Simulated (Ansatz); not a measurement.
Steps of a relaxation of `O[SiH2][SiH](O)O` with RKS PBE-D4/def2-SVP.

```sh
$ ansatz run in.yaml --threads 4 --pin off --events-out ev --progress --plain --max-ram 10444MiB
```

```yaml
crystal:
  periodic: [false, false, false]
  atoms:
    - {symbol: O, position_ang: [-1.992500, 0.403400, -1.050900]}
    - {symbol: Si, position_ang: [-1.322700, -0.185900, 0.281100]}
    - {symbol: Si, position_ang: [1.000900, 0.316400, 0.295800]}
    - {symbol: O, position_ang: [1.680400, -0.020900, -1.211900]}
    - {symbol: O, position_ang: [1.888300, -0.554400, 1.399100]}
    - {symbol: H, position_ang: [-2.969200, 0.366800, -1.076900]}
    - {symbol: H, position_ang: [-1.494200, -1.664200, 0.302000]}
    - {symbol: H, position_ang: [-1.960000, 0.352300, 1.487100]}
    - {symbol: H, position_ang: [1.181500, 1.762600, 0.582100]}
    - {symbol: H, position_ang: [1.155400, 0.355100, -1.986100]}
    - {symbol: H, position_ang: [2.657400, -1.104300, 0.986700]}
basis:
  gaussian: {orbitals: def2-SVP}
hamiltonian: {xc: pbe, dispersion: d4}
relax: {f_tol: 0.03, max_steps: 200}
```

Positions (Å) and forces (eV/Å) along the path, 12 of 19 steps:

```xyz
11
step=1 energy=-21972.2439 eV
O    -1.992    0.403   -1.051   -1.471    1.293   -2.519
Si   -1.323   -0.186    0.281    1.778   -1.328    1.941
Si    1.001    0.316    0.296   -0.169    0.155   -0.575
O     1.680   -0.021   -1.212   -0.797    0.432   -1.258
O     1.888   -0.554    1.399    1.793   -1.540   -0.548
H    -2.969    0.367   -1.077    0.287    0.055   -0.135
H    -1.494   -1.664    0.302   -0.033   -0.500    0.147
H    -1.960    0.352    1.487   -0.379    0.294    0.750
H     1.181    1.763    0.582    0.021    0.475    0.215
H     1.155    0.355   -1.986    0.779   -0.600    1.128
H     2.657   -1.104    0.987   -1.810    1.263    0.854
11
step=2 energy=-21972.4642 eV
O    -1.833    0.427   -1.026   -1.135    0.583   -1.297
Si   -1.283   -0.266    0.365    1.072   -0.143    0.949
Si    0.991    0.423    0.249   -0.354   -0.655    0.003
O     1.619   -0.018   -1.262   -0.279    0.364   -0.219
O     1.777   -0.542    1.367    0.960   -0.581   -0.201
H    -2.803    0.401   -1.158    0.286    0.026   -0.087
H    -1.478   -1.763    0.374    0.056   -0.058    0.017
H    -1.965    0.278    1.586   -0.190    0.020    0.195
H     1.222    1.877    0.566   -0.012    0.069   -0.033
H     1.118    0.351   -2.023    0.210   -0.203    0.307
H     2.462   -1.141    0.971   -0.612    0.579    0.366
11
step=3 energy=-21972.5664 eV
O    -1.901    0.461   -1.061   -0.361    0.162   -0.385
Si   -1.285   -0.226    0.346    0.240   -0.095    0.338
Si    1.001    0.380    0.275    0.090   -0.252   -0.015
O     1.626   -0.018   -1.247   -0.175    0.154    0.016
O     1.866   -0.550    1.378    0.141   -0.039   -0.164
H    -2.868    0.390   -1.189    0.235   -0.003    0.029
H    -1.456   -1.730    0.361    0.020   -0.006   -0.026
H    -1.993    0.290    1.578   -0.027    0.014    0.026
H     1.204    1.844    0.591   -0.004   -0.023    0.016
H     1.092    0.315   -1.993    0.066   -0.091    0.073
H     2.539   -1.131    0.967   -0.225    0.178    0.091
11
step=4 energy=-21972.5855 eV
O    -1.864    0.476   -1.082    0.029    0.036   -0.056
Si   -1.267   -0.210    0.351    0.058    0.006    0.144
Si    1.014    0.392    0.302   -0.077   -0.023   -0.085
O     1.575    0.014   -1.244   -0.088    0.100   -0.141
O     1.904   -0.536    1.378    0.062    0.054   -0.014
H    -2.819    0.365   -1.231   -0.008   -0.014   -0.013
H    -1.417   -1.716    0.347   -0.006    0.000   -0.013
H    -2.010    0.293    1.571   -0.018   -0.007   -0.032
H     1.223    1.853    0.637    0.012   -0.074    0.026
H     0.966    0.253   -1.972    0.094   -0.079    0.187
H     2.521   -1.158    0.952   -0.057    0.001   -0.004
11
step=9 energy=-21972.6962 eV
O    -1.606    0.281   -1.178   -0.041   -0.019    0.018
Si   -1.211   -0.194    0.416    0.000   -0.026   -0.011
Si    1.062    0.446    0.352    0.072    0.014   -0.018
O     1.386    0.324   -1.299   -0.068    0.028    0.049
O     2.125   -0.516    1.228   -0.029    0.009   -0.160
H    -2.530    0.123   -1.446    0.051    0.008   -0.036
H    -1.435   -1.684    0.590    0.020    0.046    0.025
H    -2.076    0.500    1.444   -0.009   -0.009   -0.031
H     1.298    1.825    0.899    0.006   -0.032    0.017
H     0.557    0.316   -1.824    0.004   -0.012    0.070
H     2.255   -1.395    0.825   -0.006   -0.007    0.076
11
step=10 energy=-21972.7151 eV
O    -1.558    0.227   -1.195   -0.018   -0.026    0.022
Si   -1.203   -0.181    0.428   -0.037    0.004    0.000
Si    1.071    0.459    0.363    0.092    0.030    0.005
O     1.333    0.395   -1.298   -0.067    0.030   -0.020
O     2.148   -0.539    1.177   -0.031   -0.032   -0.087
H    -2.470    0.059   -1.494    0.032   -0.004   -0.023
H    -1.421   -1.662    0.663    0.007    0.024    0.011
H    -2.112    0.548    1.394    0.014   -0.008   -0.025
H     1.349    1.811    0.957   -0.016   -0.033   -0.001
H     0.479    0.344   -1.782    0.027    0.001    0.064
H     2.211   -1.434    0.795   -0.002    0.013    0.055
11
step=12 energy=-21972.7320 eV
O    -1.482    0.091   -1.221   -0.022   -0.021    0.095
Si   -1.192   -0.155    0.454   -0.126   -0.006   -0.094
Si    1.090    0.485    0.377    0.139    0.008   -0.071
O     1.271    0.571   -1.295   -0.113    0.036    0.111
O     2.163   -0.604    1.076   -0.084   -0.136   -0.087
H    -2.365   -0.134   -1.566    0.041    0.002    0.026
H    -1.441   -1.605    0.820    0.035    0.050    0.003
H    -2.146    0.665    1.300    0.063   -0.016   -0.037
H     1.434    1.772    1.070   -0.036   -0.052   -0.029
H     0.390    0.452   -1.722    0.080   -0.016    0.018
H     2.104   -1.510    0.714    0.022    0.151    0.066
11
step=13 energy=-21972.7368 eV
O    -1.465    0.021   -1.232   -0.007   -0.027    0.125
Si   -1.198   -0.135    0.458   -0.024   -0.023   -0.083
Si    1.089    0.489    0.387    0.139    0.057   -0.022
O     1.261    0.673   -1.278   -0.238   -0.029    0.054
O     2.151   -0.646    1.028   -0.092    0.074   -0.005
H    -2.333   -0.244   -1.585    0.025    0.010    0.028
H    -1.437   -1.567    0.903   -0.026    0.080   -0.013
H    -2.142    0.746    1.252    0.044   -0.063   -0.052
H     1.447    1.739    1.138   -0.017   -0.064   -0.039
H     0.388    0.485   -1.705    0.180    0.031    0.023
H     2.065   -1.535    0.642    0.016   -0.046   -0.014
11
step=16 energy=-21972.7446 eV
O    -1.406   -0.150   -1.237    0.017    0.001    0.059
Si   -1.199   -0.120    0.465   -0.027   -0.028    0.015
Si    1.088    0.498    0.414    0.044    0.000   -0.063
O     1.226    0.838   -1.228   -0.020   -0.025    0.110
O     2.129   -0.707    0.953   -0.036   -0.079   -0.095
H    -2.285   -0.385   -1.580   -0.008    0.005   -0.009
H    -1.500   -1.481    1.060    0.000    0.047   -0.019
H    -2.151    0.860    1.116    0.021   -0.026   -0.026
H     1.484    1.678    1.242   -0.007    0.007    0.011
H     0.400    0.554   -1.682    0.002    0.001   -0.053
H     2.040   -1.559    0.484    0.014    0.097    0.069
11
step=17 energy=-21972.7457 eV
O    -1.392   -0.183   -1.233   -0.029   -0.012    0.017
Si   -1.200   -0.122    0.468   -0.013   -0.015    0.019
Si    1.087    0.495    0.417    0.011    0.026    0.010
O     1.218    0.864   -1.217   -0.042   -0.033    0.021
O     2.133   -0.714    0.935   -0.010   -0.048   -0.054
H    -2.278   -0.395   -1.576    0.023    0.010   -0.006
H    -1.520   -1.466    1.089    0.003    0.034   -0.014
H    -2.151    0.881    1.088    0.021   -0.023   -0.017
H     1.480    1.664    1.262   -0.001    0.005    0.004
H     0.405    0.562   -1.682    0.027    0.018   -0.017
H     2.045   -1.559    0.458    0.009    0.038    0.037
11
step=18 energy=-21972.7462 eV
O    -1.382   -0.208   -1.231   -0.038   -0.009    0.007
Si   -1.199   -0.125    0.470   -0.001    0.002    0.007
Si    1.087    0.495    0.420    0.003    0.014    0.018
O     1.211    0.880   -1.210   -0.037   -0.019   -0.002
O     2.135   -0.718    0.922    0.000    0.008   -0.013
H    -2.272   -0.401   -1.575    0.027    0.008   -0.005
H    -1.530   -1.456    1.107    0.004    0.013   -0.005
H    -2.149    0.890    1.068    0.009   -0.012   -0.008
H     1.482    1.658    1.273   -0.001   -0.004   -0.003
H     0.402    0.573   -1.681    0.031    0.013    0.000
H     2.040   -1.562    0.446    0.002   -0.012    0.003
11
step=19 energy=-21972.7463 eV
O    -1.378   -0.221   -1.231   -0.020   -0.004    0.014
Si   -1.199   -0.125    0.471    0.002   -0.002   -0.006
Si    1.087    0.495    0.422    0.000    0.009    0.008
O     1.206    0.889   -1.206   -0.013   -0.007   -0.004
O     2.138   -0.720    0.914   -0.005    0.010   -0.001
H    -2.270   -0.402   -1.575    0.015    0.003   -0.007
H    -1.533   -1.450    1.117    0.000   -0.002    0.001
H    -2.151    0.895    1.056    0.004    0.000   -0.001
H     1.484    1.654    1.280    0.001   -0.004   -0.004
H     0.403    0.576   -1.680    0.014    0.008    0.001
H     2.038   -1.564    0.440    0.001   -0.011   -0.001
```

It took 7.5 s on 4 threads of an AMD EPYC 9R45 on a shared host, with 0.16 GiB of host memory at the peak.
